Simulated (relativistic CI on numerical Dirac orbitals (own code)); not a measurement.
Mn²⁺ in a cubic cluster: 2p photoemission with charge transfer

Computed with a charge-transfer multiplet model of a cubic metal-ligand cluster with up to one ligand hole, Slater and spin-orbit integrals from Dirac-Coulomb-Breit ions, Slater integrals scaled by 0.8. The ground state mixes d5 with configurations of k ligand holes L, whose averages lie at kΔ + k(k − 1)U_dd/2; a core hole lowers each added d electron by U_cd. 300 K, Lorentzian 0.6 eV and Gaussian 0.8 eV FWHM.

Atomic integrals in eV (Slater integrals scaled, ζ unscaled), ground: F2dd 8.204, F4dd 5.095, zeta_d 0.037; with the core hole: F2dd 9.718, F4dd 6.082, zeta_d 0.060, zeta_core 6.788, F2cd 5.619, G1cd 4.209, G3cd 2.391.

Cluster parameters (eV): Δ = 6.9, U_dd = 6.8, U_cd = 8.3, 10Dq(ligand) = 0.4, V(eg) = 2.15, V(t2g) = -0.91, final-state hopping factor = 1.

```json
{"Case": "10Dq = -0.2 eV", "n_d": "5.11", "d5": "0.89", "d6L": "0.11", "S": "2.50"}
{"Case": "10Dq = 0.4 eV", "n_d": "5.10", "d5": "0.90", "d6L": "0.10", "S": "2.50"}
{"Case": "10Dq = 0.7 eV", "n_d": "5.10", "d5": "0.90", "d6L": "0.10", "S": "2.50"}
```

Weights, n_d and S are thermal averages at 300 K. Binding energies count from the first peak over 30 % of the highest in each spectrum, which can be another peak from case to case. The parameters are a model scan and need not match a compound or its usual spin state. A negative ionic 10Dq is a model choice; hopping adds the covalent part of the field. Peaks in eV (height, largest 100):
- 10Dq = -0.2 eV: 0.0 (100), 1.0 (87), 4.6 (18), 7.0 (24), 11.8 (49), 12.9 (51), 18.9 (9), 19.8 (10)
- 10Dq = 0.4 eV: 0.0 (100), 1.0 (86), 4.3 (16), 7.1 (24), 11.8 (49), 12.9 (50), 18.9 (9), 19.8 (10)
- 10Dq = 0.7 eV: 0.0 (100), 1.0 (86), 7.1 (24), 11.9 (48), 12.9 (50), 18.9 (8), 19.9 (9)

For the case 10Dq = 0.7 eV, Δ = 6.9 eV is larger than U_dd = 6.8 eV, the Mott-Hubbard side of the Zaanen-Sawatzky-Allen scheme. With the core hole the average of the configuration with one ligand hole lies at Δ − U_cd = -1.4 eV before mixing: the effective hopping of about 3.4 eV (from the holes of the mixed ground state) is comparable with this gap or larger, so the configurations mix strongly.

With at most 1 ligand hole the space is cut while the next configuration still counts, so covalency is underestimated, and a final configuration with one more ligand hole, which can lie low, is missing from the spectra.
